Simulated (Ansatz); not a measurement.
# Two structures, one formula

Two relaxed structures of B$_{2}$SiH$_{5}$O (charge +1), singlet (PBE0-D4/def2-TZVP; forces vanish, vibrations not checked).

A:

B1  (1.277, 1.480, -1.005)
B2  (-1.553, -0.902, 1.194)
O3  (-0.470, -0.652, 0.374)
Si4  (0.761, -0.416, -0.559)
H5  (0.794, 1.983, -1.968)
H6  (2.050, 2.035, -0.293)
H7  (1.415, -1.661, -1.011)
H8  (-1.332, -0.969, 2.359)
H9  (-2.607, -1.021, 0.661)
(Å)

B:

B1  (1.200, 1.213, -0.805)
B2  (0.631, -0.298, -0.757)
O3  (-1.415, -0.784, 1.114)
Si4  (-1.298, -0.895, -0.762)
H5  (1.369, 1.797, -1.836)
H6  (1.449, 1.798, 0.212)
H7  (1.413, -1.214, -0.762)
H8  (-0.753, -0.486, 1.759)
H9  (-2.236, -1.036, 1.564)
(Å)

Program: Ansatz 0.2.0. Basis: def2-TZVPP. Cores are frozen in the correlated methods. B3LYP uses VWN-RPA correlation.

(1) Which structure is lower at CCSD(T), and by how much? (An estimate is asked for; the value comes from the calculation.)

No T1 diagnostic of these runs exceeds 0.016. The restricted Hartree–Fock reference is unstable towards an unrestricted one at one or more of these structures.

Results:

(1) The calculation gives: A, by 231.9 kJ/mol (electronic energy, against the other). By their contacts, A is B₂SiH₅O ([BH2][O][SiH][BH2]), total charge +1 and B is B₂SiH₅O ([BH2][BH][Si][OH2]), total charge +1.

All methods give the same order:

| method | E(B) − E(A) (kJ/mol) |
| --- | --- |
| PBE-D4 | 198.5 |
| r2SCAN-D4 | 229.1 |
| PBE0-D4 | 214.9 |
| B3LYP-D4 | 229.8 |
| wB97M-V | 219.2 |
| HF | 277.7 |
| MP2 | 252.5 |
| CCSD | 235.4 |
| CCSD(T) | 231.9 |

Labels in which every atom is bracketed show which atoms are joined, not bond orders.

For scale, one of the runs: CCSD(T)/def2-TZVPP, 205 basis functions, launched by `ansatz run in.yaml --threads 2 --pin off --events-out ev --progress --plain --max-ram 4352MiB`. Hardware: 2 CPU threads of an Intel Xeon Platinum 8259CL, shared host. Wall time 54 s; peak host memory 2.6 GiB.
